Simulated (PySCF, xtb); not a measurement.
C4H6F2, SMILES F[C@H]1C[C@@H](F)C1.

xtb with GFN2-xTB at its own geometry gives an orbital gap of 11.83 eV and a dipole moment of 2.62 D.

Coordinates come from a PBE0-D3(BJ)/def2-SVP optimisation. The structure was generated by enumeration; whether it is a known compound was not checked.

Task: What does PBE/def2-TZVP run with PySCF give? (An estimate is asked for; the answer gives what the named calculation found.)

Result: gap 7.52 eV (levels -7.34 and 0.18 eV), dipole 1.61 D.
